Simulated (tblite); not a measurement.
Species: C6H9PS.
SMILES with atom numbers: `[CH3:1][C:2]1=[CH:3][P@H:4](=[S:5])[C:6]([CH3:7])=[CH:8]1` (hydrogens: H9, H10, H11 on C1; H12 on C3; H13 on P4; H14, H15, H16 on C7; H17 on C8)

Computed with GFN2-xTB (tblite): harmonic, unscaled wavenumbers at the GFN2-xTB geometry, gas phase. Errors from tens to a few hundred cm⁻¹ against measured bands are possible. Modes of hydrogen on phosphorus can be 10 to 20 % off.

Harmonic wavenumbers (cm⁻¹): 75.9, 85.6, 113.9, 122.6, 176.8, 228.9, 266.4, 348.1, 402.1, 451.9, 516.7, 536.6, 617.2, 712.3, 735.0, 748.9, 812.2, 845.8, 872.5, 943.9, 997.5, 1012.4, 1015.0, 1021.6, 1100.6, 1145.8, 1215.3, 1315.5, 1393.9, 1395.0, 1457.8, 1464.5, 1466.4, 1467.8, 1577.6, 1644.7, 2169.2, 2986.2, 3004.2, 3007.2, 3016.7, 3029.8, 3052.4, 3086.8, 3104.3.

A = 2214, B = 1112, C = 805.8 MHz; mass 144.016 u (most abundant isotopes); point group C1, symmetry number 1.

**Question.** Zero-point energy?

**Answer.** Half the sum of the wavenumbers: 28381 cm⁻¹ = 339.51 kJ/mol.

**Question.** Give the ideal-gas entropy at 298.15 K and 1 bar in the rigid-rotor, harmonic-oscillator model (classical rotation).

**Answer.** Translation 170.84, rotation 123.31, vibration 110.92: S = 405.1 J/(mol K).

**Question.** And Cp and H(298.15 K) − H(0)?

**Answer.** Cp = 152.31 J/(mol K), of which vibrations give 119.05 (their classical limit is 45 R = 374.2); H(298.15 K) − H(0) = 27.83 kJ/mol without the zero-point energy, 17.92 from vibrations.

**Question.** Which modes carry the vibrational entropy at 298.15 K?

**Answer.** 75.9 cm⁻¹: 16.71; 85.6 cm⁻¹: 15.72; 113.9 cm⁻¹: 13.39; 122.6 cm⁻¹: 12.80; 176.8 cm⁻¹: 9.88; 228.9 cm⁻¹: 7.90 J/(mol K); the other 39 give 34.51 together.

**Question.** Blend soft modes into free rotors: weight 1/[1 + (100 cm⁻¹/ν̃)⁴] for the oscillator and the rest for a rotor with moment μB/(μ + B), μ = h/(8π²ν), B = 10⁻⁴⁴ kg m². What vibrational entropy results?

**Answer.** 104.96 J/(mol K) in place of 110.92, which changes −T·S at 298.15 K by +1.78 kJ/mol.

**Question.** How do the functions run with temperature in this model?

**Answer.** 
```csv
T (K),S (J/(mol K)),Cp (J/(mol K)),H − H(0) (kJ/mol),G − H(0) (kJ/mol),ln q(vib)
150,322.5,95.1,9.54,-38.84,2.51
250,379.9,133.5,20.95,-74.04,4.95
400,455.1,189.5,45.28,-136.78,8.57
600,543.3,245.7,89.16,-236.84,13.30
900,654.0,299.1,171.57,-417.02,19.93
```

q(vib) and H(0) count from the zero-point level.

Hindered rotation and anharmonicity are outside this model. The structure is chiral; the term R ln 2 for an equal mix with its mirror image is left out.
